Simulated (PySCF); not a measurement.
**Solvent effects on NMR parameters**

Bonds (- single, = double, # triple, : aromatic): C1#C2, C2-C3, C3=C4, C4-C5, C5-O6, O6-C7, C7-C8, C8=C9, C9-C10, C10=C11, C7-C3, C9-C5. C1 carries H12; C4 carries H13; C5 carries H14; C7 carries H15; C8 carries H16; C10 carries H17; C11 carries H18, H19. Stereochemistry as in C#CC1=C[C@@H]2O[C@H]1C=C2C=C. H19 is cis to C9; H18 is trans to C9.

GIAO PBE0/pcSseg-1 in PySCF 2.14.0 with density-fitted response routines on one PBE0-D3(BJ)/def2-SVP conformer, non-relativistic, equivalent nuclei averaged. Solvents enter as an IEF-PCM continuum (benzene with ε = 2.3, chloroform with ε = 4.7) around the gas-phase geometry. Shifts are referred to TMS computed in the same medium.

In benzene, δ in ppm: C9 166.2, C4 162.0, C8 151.0, C3 150.1, C10 138.8, C11 122.3, C1 103.5, C7 90.3, C5 84.9, C2 80.9, H13 7.63, H16 7.09, H17 6.90, H19 5.52. Dipole moment 1.96 D.

Task: How does each δ change in the more polar medium?

Result: 
| atoms | environment | Δδ, chloroform |
| --- | --- | --- |
| C9 | fully substituted alkene carbon | +0.3 |
| C4 | alkene CH | +1.2 |
| C8 | alkene CH | +0.4 |
| C3 | fully substituted alkene carbon | -0.2 |
| C10 | alkene CH | +0.1 |
| C11 | terminal =CH2 carbon | +1.1 |
| C1 | terminal alkyne carbon | +0.5 |
| C7 | allylic sp3 CH bonded to O | +0.3 |
| C5 | allylic sp3 CH bonded to O | +0.4 |
| C2 | alkyne carbon | +0.3 |
| H13 | hydrogen on an alkene CH | +0.11 |
| H16 | hydrogen on an alkene CH | +0.09 |
| H17 | hydrogen on an alkene CH | +0.04 |
| H19 | hydrogen on a terminal =CH2 carbon | +0.09 |

Changes are relative to benzene. The dipole moment becomes 2.09 D in chloroform.

Task: Which nuclei move most (in ppm), and what does the model miss?

Result: C4 (alkene CH, +1.2 ppm) and C11 (terminal =CH2 carbon, +1.1 ppm) in chloroform. A continuum only polarises the solute; specific hydrogen bonds, the anisotropy of aromatic solvents and changes of geometry or conformer are outside it.
